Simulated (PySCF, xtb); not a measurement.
HfO, SMILES [O]=[Hf], multiplicity 1.

GFN2-xTB run with xtb at its own geometry gives an orbital gap of 1.59 eV and a dipole moment of 7.38 D.

The structure is a stationary point at B3LYP-D3(BJ)/def2-TZVPD. The spin state was assumed, not searched. The def2 effective core potentials stand for the cores of Hf; spin–orbit coupling is left out.

**Question.** What does PySCF with PBE/def2-TZVPD give? (Estimate from the structure and the level; the computed values follow.)

**Answer.** gap 1.58 eV (levels -5.04 and -3.46 eV), dipole 3.25 D.
